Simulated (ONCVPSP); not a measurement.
# Tl: one change to an ONCV potential, before and after

| Item | Value |
| --- | --- |
| Element | thallium |
| Generator | ONCVPSP 4.0.1 |
| Type | optimised norm-conserving Vanderbilt (ONCV) |
| Functional | PBEsol |
| Relativity | non-relativistic |
| Frozen core | [Xe] 4f14 5d10 |
| Valence charge | 3 |
| Reference configuration | 6s2 6p1 |
| Partial waves | 6s: rc 2.45 bohr, ncon 4, nbas 8, qcut 2.5 1/bohr, 1 projector; 6p: rc 2.45 bohr, ncon 4, nbas 8, qcut 3.9 1/bohr, local |
| Local potential | the p channel |
| Core correction | polynomial model core, fcfact 0.7 |

Change: all radii but the core radius scaled by about 1.18 (s 2.88, p 2.88 bohr).

Cutoffs: the cutoffs (Ha) at which the residual kinetic energy of the hardest occupied pseudo-wave falls to 1 and 0.1 mHa per electron; they do not see the model core or the augmentation charge, which bear on the density cutoff. Errors are all-electron minus pseudo energies relative to the spin-unpolarised reference configuration.

Task: How do hardness, ghosts and transferability respond?

Result: The potential gets softer (8.4 Ha and 26 Ha → 4.2 Ha and 18 Ha); of the 4 tests that both files solve, the error grows in 1 and shrinks in 0 by more than 15 % and 0.3 meV (median size 36.2 → 41.1 meV); neither file shows a bound ghost. A larger radius leaves more room for a smooth pseudo-wave, so fewer plane waves are needed.

```tsv
quantity	base	changed
cutoff, loose	8.4 Ha	4.2 Ha
cutoff, tight	26 Ha	18 Ha
loose cutoff by channel	s 8.4 Ha, p 4.1 Ha	s 3.9 Ha, p 4.2 Ha
bound ghosts	none	none
GHOST(+) flags under 300 eV	none	none
error for 6s2 6p0, meV [ΔE 5.33 eV]	-16	-15
error for 6s1 6p0, meV [ΔE 23.21 eV]	-210	-221
error for 6s2 6p0.5, meV [ΔE 1.95 eV]	-2.4	-2.3
error for 6s1 6p1, meV [ΔE 11.05 eV]	-57	-67
rms error of d²Exc/dni dnj with the model core, mHa	0.13	0.41
```
